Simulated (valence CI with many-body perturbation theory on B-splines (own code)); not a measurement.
# Level structure of Os XXXVII

Computed by configuration interaction combined with many-body perturbation theory (CI+MBPT): four valence electrons over a frozen Dirac-Fock core [Kr], radial functions for each j: 7 s, 7 p, 8 d, 6 f, 4 g, 1 h, with the one-electron correlation potential Σ1, the two-electron term Σ2, the three-electron term Σ3, Breit, model QED; selected CI, second order for the rest, scaled by the run's own slope (own B-spline code, finite nucleus).

The last digits are not significant, and no measured levels were compared; by estimate large intervals hold to a few tenths of a per cent, small ones and those within an open d or f shell to about a per cent. Only levels of the ground parity were solved; by the run's estimate the other parity begins above the list, which can be wrong where configurations are misplaced.

Levels 1 to 31 of 31, with energies above the lowest level, (4d3/2^4) J=0. "Leading %" is the weight of the configuration and term that name the level; weights of strongly mixed levels are sums over their largest components and can fall short. In the jj column 3d3/2^4 stands for four electrons in 3d with j = 3/2. Lifetimes count E1, E2, E3, M1 and M2 decay at the calculated energies, and are blank where another channel may lead or the interval is too uncertain; long ones can be off by a factor of two.

| No. | Configuration | Term | J | E (eV) | Leading % | Lifetime | Leading jj |
| --- | --- | --- | --- | --- | --- | --- | --- |
| 1 | 4d4 | 3P | 0 | 0.000 | 59 |  | 4d3/2^4 (98 %) |
| 2 | 4d4 | 5D | 1 | 17.158 | 61 | 14.5 μs | 4d3/2^3 4d5/2 (98 %) |
| 3 | 4d4 | 3F | 4 | 22.305 | 29 |  | 4d3/2^3 4d5/2 (98 %) |
| 4 | 4d4 | 5D | 2 | 22.698 | 42 | 583 μs | 4d3/2^3 4d5/2 (90 %) |
| 5 | 4d4 | 3F | 3 | 24.143 | 29 | 18.9 ms | 4d3/2^3 4d5/2 (92 %) |
| 6 | 4d4 | 5D | 0 | 37.991 | 65 | 5.16 μs | 4d3/2^2 4d5/2^2 (97 %) |
| 7 | 4d4 | 5D | 2 | 38.542 | 46 | 7.77 μs | 4d3/2^2 4d5/2^2 (92 %) |
| 8 | 4d4 | 3H | 4 | 39.313 | 40 | 14.2 μs | 4d3/2^2 4d5/2^2 (97 %) |
| 9 | 4d4 | 5D | 3 | 39.829 | 48 | 14.1 μs | 4d3/2^2 4d5/2^2 (91 %) |
| 10 | 4d4 | 3H | 5 | 41.795 | 67 | 26.8 μs | 4d3/2^2 4d5/2^2 (100 %) |
| 11 | 4d4 | 3P | 1 | 43.143 | 43 | 12.6 μs | 4d3/2^2 4d5/2^2 (95 %) |
| 12 | 4d4 | 1I | 6 | 43.246 | 51 | 53.2 ms | 4d3/2^2 4d5/2^2 (99 %) |
| 13 | 4d4 | 3F | 3 | 44.811 | 44 |  | 4d3/2^2 4d5/2^2 (96 %) |
| 14 | 4d4 | 3G | 4 | 45.043 | 56 | 62.4 μs | 4d3/2^2 4d5/2^2 (98 %) |
| 15 | 4d4 | 3F | 2 | 45.509 | 32 | 43.7 μs | 4d3/2^2 4d5/2^2 (96 %) |
| 16 | 4d4 | 3F | 2 | 50.454 | 48 | 9.00 μs | 4d3/2^2 4d5/2^2 (95 %) |
| 17 | 4d4 | 3F | 4 | 52.119 | 65 | 30.4 μs | 4d3/2^2 4d5/2^2 (93 %) |
| 18 | 4d4 | 1D | 2 | 56.675 | 37 | 109 μs | 4d3/2^2 4d5/2^2 (91 %) |
| 19 | 4d4 | 5D | 4 | 60.542 | 33 | 6.00 μs | 4d3/2 4d5/2^3 (92 %) |
| 20 | 4d4 | 3F | 3 | 60.842 | 44 | 5.26 μs | 4d3/2 4d5/2^3 (96 %) |
| 21 | 4d4 | 3P | 0 | 61.926 | 62 |  | 4d3/2^2 4d5/2^2 (70 %) |
| 22 | 4d4 | 3D | 1 | 62.790 | 53 | 4.09 μs | 4d3/2 4d5/2^3 (96 %) |
| 23 | 4d4 | 3G | 5 | 63.338 | 67 | 10.8 μs | 4d3/2 4d5/2^3 (100 %) |
| 24 | 4d4 | 3H | 6 | 63.868 | 51 | 12.5 μs | 4d3/2 4d5/2^3 (99 %) |
| 25 | 4d4 | 3F | 2 | 66.435 | 47 | 6.27 μs | 4d3/2 4d5/2^3 (93 %) |
| 26 | 4d4 | 3D | 3 | 67.255 | 36 | 8.60 μs | 4d3/2 4d5/2^3 (98 %) |
| 27 | 4d4 | 1S | 0 | 70.654 | 78 | 12.2 μs | 4d3/2 4d5/2^3 (65 %) |
| 28 | 4d4 | 3P | 1 | 72.698 | 90 | 6.98 μs | 4d3/2 4d5/2^3 (98 %) |
| 29 | 4d4 | 3F | 3 | 72.755 | 65 | 10.4 μs | 4d3/2 4d5/2^3 (99 %) |
| 30 | 4d4 | 1G | 4 | 73.441 | 68 | 8.10 μs | 4d3/2 4d5/2^3 (96 %) |
| 31 | 4d4 | 1D | 2 | 74.711 | 64 | 9.48 μs | 4d3/2 4d5/2^3 (85 %) |

The ionisation energy to 4d3 4F_3/2 of the next ion comes out as 1607 eV (NIST: 1606 ± 5 eV (theoretical)). All 31 levels together are meant to be complete up to 77.699 eV.
